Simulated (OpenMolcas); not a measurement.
# C: effect of the basis set

```
Program             : OpenMolcas
Method              : SS-CASPT2, IPEA 0.25 Eh, imaginary shift 0.1 Eh (closed shells correlated: 1s)
Active space        : 4 electrons in 4 orbitals (2s 2p)
State averaging     : 2S+1 = 3 even, 3 roots; 2S+1 = 1 even, 6 roots; 2S+1 = 5 odd, 1 root; 2S+1 = 3 odd, 8 roots
Spin-orbit coupling : state interaction with AMFI integrals over the reference wave functions, term energies averaged over their components
```

A. ANO-RCC-VDZP [3s2p1d], DKH2, point nucleus; CASPT2 step about 1.1 core-seconds
B. ANO-RCC-VTZP [4s3p2d1f], DKH2, point nucleus; CASPT2 step roughly 2 core-seconds
C. ANO-L-VTZP [4s3p2d1f], non-relativistic, point nucleus; CASPT2 step of the order of 1.6 core-seconds
D. ANO-R2 [4s4p2d1f], X2C, finite nucleus; CASPT2 step about 2.7 core-seconds
E. ANO-R3 [4s4p2d1f], X2C, finite nucleus; CASPT2 step of the order of 2.1 core-seconds
F. ANO-RCC-VQZP [5s4p3d2f1g], DKH2, point nucleus; CASPT2 step of the order of 2.4 core-seconds

Energies in cm⁻¹ above 2s² 2p² ³P₀, the measured ground level; measured values from NIST Handbook of Basic Atomic Spectroscopic Data.

```csv
Level,A,B,C,D,E,F,Measured
2s² 2p² ³P₀,0.0,0.0,0.0,0.0,0.0,0.0,0.0
2s² 2p² ³P₁,14.9,15.2,15.0,14.9,14.9,15.1,16.4
2s² 2p² ³P₂,44.6,45.3,44.9,44.4,44.4,45.1,43.4
2s² 2p² ¹D₂,11310,10020,10140,10020,10020,9680,10193
2s² 2p² ¹S₀,22240,20550,20550,20280,20280,20020,21648
2s 2p³ ⁵S°₂,29090,30610,30150,30820,30820,31170,33735
2s 2p³ ³D°₂,64250,62260,61410,62470,62480,61740,64091
2s 2p³ ³D°₁,64250,62260,61410,62470,62480,61740,64090
2s 2p³ ³D°₃,64250,62260,61410,62470,62480,61740,64087
2s 2p³ ³P°₀,78060,75760,75510,75800,75810,75250,75256
2s 2p³ ³P°₁,78060,75760,75510,75800,75810,75250,75254
2s 2p³ ³P°₂,78060,75760,75510,75800,75810,75250,75255
```

Deviations, from unrounded energies. A percentage is the sum of absolute deviations over the sum of measured energies, with the sign that they share, or ± where signs differ.

| Against measurement | Levels | A | B | C | D | E | F |
| --- | --- | --- | --- | --- | --- | --- | --- |
| mean absolute deviation (cm-1) | 11 | 1400 | 1000 | 1200 | 990 | 1000 | 1100 |
| fine structure of the ground term (%) | 2 | ±4.4 | ±5.2 | ±4.8 | ±4.2 | ±4.2 | ±5.0 |
| other terms of the ground configuration (%) | 2 | +5.4 | -4.0 | -3.6 | -4.8 | -4.8 | -6.7 |
| other configurations (%) | 7 | ±3.0 | ±2.2 | ±2.7 | ±2.1 | ±2.1 | -2.1 |

B, D, E lie about equally close to measurement and A furthest from it. The largest miss of D in the table is 2s 2p³ ⁵S°₂, by -2900 cm-1. The ranking rests on the paired levels alone, and a cruder setting can come out closer through cancelling errors.

The two smallest mean deviations differ by little beside CASPT2's spread within terms, so their order carries little weight.

Among A to F the level of the table that moves most is 2s 2p³ ³D°₂, by 2800 cm-1 (lowest in C, highest in A). Moves below CASPT2's spread within the term are not significant.

Term energies are means over components that CASPT2 splits; among the terms shown or strongly mixed into the levels shown the widest spread is 350 cm-1 (2s 2p³ ³D°, E). Over all roots computed the reference weight is 0.94 to 0.99 in B, 0.92 to 0.99 in C, 0.94 to 0.99 in E, 0.93 to 0.99 in F; the roots of lowest weight are the least certain, and an intruder state may touch them. Computed and measured levels are paired by configuration, term and J; levels that our copy of the source lacks, or whose pairing is in doubt (as where it misses far off the trend of its configuration), stay unpaired and out of the deviations. Levels of configurations outside the active space are missing.

° marks odd parity.
